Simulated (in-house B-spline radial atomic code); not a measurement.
## PBEsol excitations of the fluorine ion F⁷⁺

Method: PBEsol. Computed with a B-spline radial code for spherical atoms: linear response of the closed shell 1s2 with the functional's adiabatic kernel; scalar-relativistic (spin-free one-electron X2C), finite nucleus, no spin-orbit coupling, no double excitations, S, P, D and F terms only.

Command:
```bash
python run_td.py task.json out
```
Settings (radii: box in bohr, nucleus in fm):
```
Z                        9
electrons                2
configuration            1s2
hamiltonian              x2c
method                   pbesol
box_radius               12.81
rms_radius               2.8976
intervals                71
```

Cost of the run: 0.1 s on 1 thread of Intel(R) Xeon(R) Platinum 8375C CPU @ 2.90GHz (Ice Lake), on a shared host.

The lowest states, in the order of their Tamm-Dancoff energies; the method's threshold (minus the highest occupied level) is 897.83 eV. Labels give the largest channel, * marks a mixed state, and oscillator strengths are full-response dipole values. Semilocal kernels can invert the small singlet-triplet splittings of Rydberg terms. Energies in eV:

```tsv
state	full response	Tamm-Dancoff	oscillator strength
1s → 2s 3S	701.38	701.40	-
1s → 2s 1S	709.85	709.96	-
1s → 2p 3P	711.57	711.60	-
1s → 2p 1P	?	?	?
1s → 3s 3S	816.15	816.15	-
1s → 3s 1S	818.22	818.24	-
1s → 3p 3P	819.28	819.29	-
1s → 3p 1P	820.75	820.76	0.129
1s → 3d 3D	822.06	822.06	-
1s → 3d 1D	?	?	-
```

**Question.** Where does 1s → 3d 1D lie?

**Answer.** At 822.11 eV in full response, 822.11 eV in Tamm-Dancoff.

**Question.** Where does 1s → 2p 1P lie?

**Answer.** At 717.37 eV in full response, 717.40 eV in Tamm-Dancoff, oscillator strength 0.647.

**Question.** How large is the singlet-triplet splitting of 1s → 2s (S terms) in Tamm-Dancoff?

**Answer.** 8.56 eV, from the unrounded values.

**Question.** What polarisabilities and dispersion coefficient does the method give?

**Answer.** Dipole 0.001659 bohr³, quadrupole 8.144e-05 bohr⁵, C6 6.407e-05 hartree·bohr⁶ for two such species.
